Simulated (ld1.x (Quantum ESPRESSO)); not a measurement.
# u(r) = r·R(r): atom against pseudo-atom (Mg)

Columns: radius, all-electron u(r) and pseudo u(r) of the 3p shell (level -1.31 eV) of magnesium in the configuration [He] 2s2 2p6 3s2 3p0; PBEsol, scalar-relativistic, PAW scheme, ld1.x (Quantum ESPRESSO) 7.5.

```json
{"r (bohr)": "0.060", "all-electron": "0.0212", "pseudo": "0.0080"}
{"r (bohr)": "0.120", "all-electron": "0.0606", "pseudo": "0.0307"}
{"r (bohr)": "0.180", "all-electron": "0.0990", "pseudo": "0.0649"}
{"r (bohr)": "0.240", "all-electron": "0.1290", "pseudo": "0.1057"}
{"r (bohr)": "0.300", "all-electron": "0.1489", "pseudo": "0.1474"}
{"r (bohr)": "0.360", "all-electron": "0.1591", "pseudo": "0.1841"}
{"r (bohr)": "0.420", "all-electron": "0.1607", "pseudo": "0.2111"}
{"r (bohr)": "0.480", "all-electron": "0.1554", "pseudo": "0.2252"}
{"r (bohr)": "0.540", "all-electron": "0.1445", "pseudo": "0.2250"}
{"r (bohr)": "0.600", "all-electron": "0.1295", "pseudo": "0.2111"}
{"r (bohr)": "0.660", "all-electron": "0.1114", "pseudo": "0.1858"}
{"r (bohr)": "0.720", "all-electron": "0.0911", "pseudo": "0.1524"}
{"r (bohr)": "0.780", "all-electron": "0.0692", "pseudo": "0.1149"}
{"r (bohr)": "0.840", "all-electron": "0.0463", "pseudo": "0.0766"}
{"r (bohr)": "0.900", "all-electron": "0.0227", "pseudo": "0.0402"}
{"r (bohr)": "0.960", "all-electron": "-0.0010", "pseudo": "0.0074"}
{"r (bohr)": "1.020", "all-electron": "-0.0248", "pseudo": "-0.0217"}
{"r (bohr)": "1.080", "all-electron": "-0.0483", "pseudo": "-0.0476"}
{"r (bohr)": "1.140", "all-electron": "-0.0715", "pseudo": "-0.0714"}
{"r (bohr)": "1.200", "all-electron": "-0.0942", "pseudo": "-0.0942"}
{"r (bohr)": "1.260", "all-electron": "-0.1164", "pseudo": "-0.1164"}
{"r (bohr)": "1.320", "all-electron": "-0.1379", "pseudo": "-0.1379"}
{"r (bohr)": "1.380", "all-electron": "-0.1588", "pseudo": "-0.1588"}
{"r (bohr)": "1.440", "all-electron": "-0.1789", "pseudo": "-0.1789"}
{"r (bohr)": "1.500", "all-electron": "-0.1984", "pseudo": "-0.1984"}
{"r (bohr)": "1.560", "all-electron": "-0.2172", "pseudo": "-0.2172"}
```

(1) How many radial nodes do the two functions have?

(2) At about which radius was the pseudo-wave matched?

(3) Is the pseudo-wave norm-conserving?

Answers

(1) The all-electron 3p function has n − l − 1 = 1; the pseudo-wave has 1, since 1 lower shell of the same l stays in the valence.

(2) 1.20 bohr, where the columns begin to agree (steps of 0.06 bohr).

(3) No, it belongs to a PAW set: the norm inside the radius is not constrained, and the difference is carried by the augmentation charge.
